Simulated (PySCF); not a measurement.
## Telling isomers of C₃H₁₁NOSi₂ apart by NMR

Theory: σ from GIAO-PBE0/pcSseg-1, GFN2-xTB structure, in PySCF 2.14 (no solvent model, single conformer, non-relativistic, fast rotation and ring inversion assumed for equivalent nuclei).

Scale: TMS for ¹H and ¹³C (reference shieldings calculated alike). Where no couplings were computed, multiplicities follow the n + 1 count of equivalent neighbours, and m marks all less simple cases (inequivalent or close neighbours, rings, F or P nearby). Shifts are as computed. Against solution values, carbons near 30 ppm lie about +3 ppm off and those near 130 ppm about +5 ppm. Of 1211 compounds with measured shifts, 218 miss one by over three times the rms of a fit or turn the order of signals round; such compounds aren't used in these exercises. OH and NH positions are gas-phase values without hydrogen bonding to other molecules.

(1) Tabulate the signals of `C=C(C)[Si@H](N)O[SiH3]`, `N[Si@@H](O[SiH3])C1CC1` and their relative energies.

(2) What is the quickest way to tell C=C(C)[Si@H](N)O[SiH3] from N[Si@@H](O[SiH3])C1CC1?

## Answers

(1) 
```tsv
SMILES	carbon types	δC	δH	E rel. (kcal/mol)
C=C(C)[Si@H](N)O[SiH3]	1×C 1×CH2 1×CH3	153.0, 131.2, 23.7	6.02 (br s, 1H), 5.59 (br s, 1H), 5.37 (s, 1H), 5.23 (s, 3H), 1.87 (s, 3H), 0.60 (br s, 2H)	0.0
N[Si@@H](O[SiH3])C1CC1	1×CH 2×CH2	1.1, -0.6, -0.7	5.21 (s, 3H), 4.66 (d, 1H), 0.65 (br s, 2H), 0.52 (m, 1H), 0.50 (m, 1H), 0.20 (m, 1H), -0.06 (m, 1H), -0.14 (m, 1H)	1.6
```

Energies are electronic energies at PBE0/pcSseg-1 on these geometries, without zero-point or thermal terms, each for the one conformer computed, which needn't be the lowest.

(2) Both give the same number of carbon signals, but DEPT or the intensities differ. The first has a fully substituted alkene carbon (C) at 153.0 ppm, the second a three-membered-ring carbon (CH2) at 1.1 ppm. In the proton spectra the most deshielded non-exchanging signals are 6.02 (br s, 1H) and 5.21 (s, 3H).
